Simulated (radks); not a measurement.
Species: the silver ion Ag39+. Configuration: [He] 2s2 2p4 (the NIST ground configuration).

All-electron calculation, scalar-relativistic Kohn-Sham, PBE, spin-unpolarised, spherical densities, point nucleus. Program: a radial shooting solver on a logarithmic mesh with Libxc functionals.

Energy parts (eV):
total: -100869.482
kinetic: 105972.275
electron-nucleus: -213901.858
Hartree: 8831.798
exchange-correlation: -1771.697

Orbitals (lengths in bohr, moments of r in powers of bohr):
[
 {"orbital": "1s", "occ.": "2", "eigenvalue (eV)": "-28172.46", "<1/r>": "49.51"},
 {"orbital": "2s", "occ.": "2", "eigenvalue (eV)": "-6251.135", "<1/r>": "11.66"},
 {"orbital": "2p", "occ.": "4", "eigenvalue (eV)": "-5925.149", "<1/r>": "11.23"}
]

The highest occupied level is 2p at -5925.1 eV. Summed over all electrons, <r^2> = 0.1041 bohr^2, which gives a Langevin (diamagnetic) susceptibility term of -0.0824 x 10^-6 cm^3/mol. The density falls to 0.001 e/bohr^3 at r = 0.48 bohr. For comparison, the ionisation energy in NIST's Atomic Spectra Database is 5966 eV (semi-empirical). In exact Kohn-Sham theory the highest level is minus the ionisation energy, but local and semilocal functionals leave it too shallow, through self-interaction and a potential that decays too fast; potentials with the right tail come closer.

Beside tabulated values, note that spin-unpolarised runs miss the spin-polarisation part of the exchange energy of open shells.
